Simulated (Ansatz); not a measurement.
A nudged elastic band was laid between two geometries of ClGeH3O (6 atoms, charge 0, multiplicity 1).

Level of theory: Ansatz, RKS PBE-D4/def2-SVP.

```yaml
movable_images: 7
climbing_image: yes
spring: 5.0 eV/Å²
optimiser: quadratic models (default)
start_path: through a guess of the saddle point
force_threshold: 0.05 eV/Å
iteration_limit: 60
end_points: relaxed
```

Image 0:

```xyz
6
Properties=species:S:1:pos:R:3
Ge 0.273 -0.062 -0.017
Cl 0.461 0.095 2.154
H 1.669 0.087 -0.652
O -0.656 1.331 -0.644
H -1.562 1.347 -0.282
H -0.449 -1.407 -0.290
```

Image 8:

```xyz
6
Properties=species:S:1:pos:R:3
Ge -0.165 -0.373 -0.983
Cl 1.412 -0.107 1.516
H 2.382 0.493 0.892
O -0.976 1.258 -0.908
H -1.732 1.260 -0.291
H -1.185 -1.138 0.044
```

Question: What changes between the two ends?

Answer: Bonds broken: Ge1–Cl2, Ge1–H3. Bonds formed: Cl2–H3. ClGeH3O becomes ClH + GeH2O.

Question: What energy profile does the band end with?

Answer: The run converged. The highest image is number 4 of 0 to 8, 1.95 eV above the first end and 0.35 eV above the last; the last end lies 1.59 eV above the first. A vibrational analysis at the climbing image gives one clearly imaginary mode, 759i cm⁻¹: a first-order saddle point. The orbitals stay closed-shell, which can raise the energy where a bond breaks towards radicals; this wasn't checked here.

| image | path coordinate (Å) | energy (eV) | Ge1–Cl2 (Å) | Ge1–H3 (Å) | Cl2–H3 (Å) |
| --- | --- | --- | --- | --- | --- |
| 0 | 0.00 | 0.00 | 2.18 | 1.54 | 3.05 |
| 1 | 0.38 | 0.08 | 2.19 | 1.53 | 2.84 |
| 2 | 0.77 | 0.56 | 2.23 | 1.52 | 2.45 |
| 3 | 1.15 | 1.48 | 2.39 | 1.53 | 2.06 |
| 4 | 1.53 | 1.95 | 2.60 | 1.65 | 1.70 |
| 5 | 1.97 | 1.69 | 2.88 | 2.01 | 1.37 |
| 6 | 2.40 | 1.63 | 3.09 | 2.48 | 1.31 |
| 7 | 2.83 | 1.61 | 3.02 | 2.95 | 1.30 |
| 8 | 3.27 | 1.59 | 2.97 | 3.28 | 1.30 |

Question: What is the geometry of the highest image?

Answer: 
```xyz
6
Properties=species:S:1:pos:R:3
Ge 0.237 -0.054 -0.510
Cl 1.120 -0.023 1.931
H 1.644 0.130 0.323
O -0.795 1.405 -0.669
H -1.728 1.215 -0.452
H -0.743 -1.279 -0.352
```

Question: What are the harmonic wavenumbers there?

Answer: 759i, 132, 281, 364, 545, 558, 681, 731, 898, 1624, 1962, 3712 cm⁻¹.

The run took 3 min on 1 thread of Arm Neoverse V1 (shared host), peak memory 0.14 GiB.
